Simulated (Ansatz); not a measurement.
Basis-set extrapolation for `C[SiH]1NB1O` (PBE0-D4/def2-TZVP geometry, frozen core, Ansatz). Multiplicity 1, RHF reference.

```csv
,def2-TZVPP,def2-QZVPP
HF,-484.448782,-484.467168
MP2 correlation,-0.836492,-0.896916
CCSD(T) correlation,-0.907871,not run
```

Energies in hartree. Use E(X) = E(∞) + A·exp(−7.88·√X) for Hartree–Fock and E(X) = E(∞) + B·X^(−2.97) for correlation, with X = 3 and 4, and add CCSD(T) minus MP2 of the smaller set to the MP2 limit.

What is the CCSD(T) energy at the basis-set limit?

HF limit: -484.467168 + (-0.018386) × 0.13774 = -484.46970. MP2 limit: -0.896916 + (-0.060424) × 0.74074 = -0.94167. Higher-order term: -0.907871 − (-0.836492) = -0.07138. Total: -485.48275 hartree, 79.1 kcal/mol below CCSD(T)/def2-TZVPP.
